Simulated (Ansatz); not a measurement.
`CC1=CC(C)=[O+][Ti-]([CH3])([CH3])([CH3])[O]1` and `CC1=CC(C)=[O+][B-](O)(F)O1` differ in one atom or group.

Ansatz, PBE0-D4/def2-TZVP geometries, multiplicity 1. Each molecule was computed in one conformer, which needn't be the lowest.

Scalar relativity is left out up to krypton.

| property | `CC1=CC(C)=[O+][Ti-]([CH3])([CH3])([CH3])[O]1` |
| --- | --- |
| LUMO energy (PBE0/def2-TZVPP) / eV | -1.83 |
| HOMO energy (PBE/def2-TZVPP) / eV | -5.40 |
| LUMO energy (ωB97M-V/def2-TZVPP) / eV | 0.21 |
| HOMO energy (PBE0/def2-TZVPP) / eV | -6.72 |
| LUMO energy (B3LYP/def2-TZVPP) / eV | -2.05 |
| size of the dipole moment (ωB97M-V/def2-TZVPP) / D | 4.48 |

Question: Give the same properties after the change, and the shifts. (Estimate.)

Answer: Computed: 
| property | `CC1=CC(C)=[O+][B-](O)(F)O1` | shift |
| --- | --- | --- |
| LUMO energy (PBE0/def2-TZVPP) / eV | -2.11 | -0.28 |
| HOMO energy (PBE/def2-TZVPP) / eV | -6.54 | -1.14 |
| LUMO energy (ωB97M-V/def2-TZVPP) / eV | 0.00 | -0.21 |
| HOMO energy (PBE0/def2-TZVPP) / eV | -7.70 | -0.98 |
| LUMO energy (B3LYP/def2-TZVPP) / eV | -2.33 | -0.28 |
| size of the dipole moment (ωB97M-V/def2-TZVPP) / D | 6.70 | 2.22 |

With PBE0 the HOMO falls by 0.98 eV and the LUMO falls by 0.28 eV, so the gap widens by about 0.70 eV. PBE moves the HOMO by -1.14 eV and ωB97M-V by -0.80 eV. Dipoles are sizes alone; their direction can turn.

B3LYP here is the variant with VWN-RPA as its local correlation; programs differ in this.
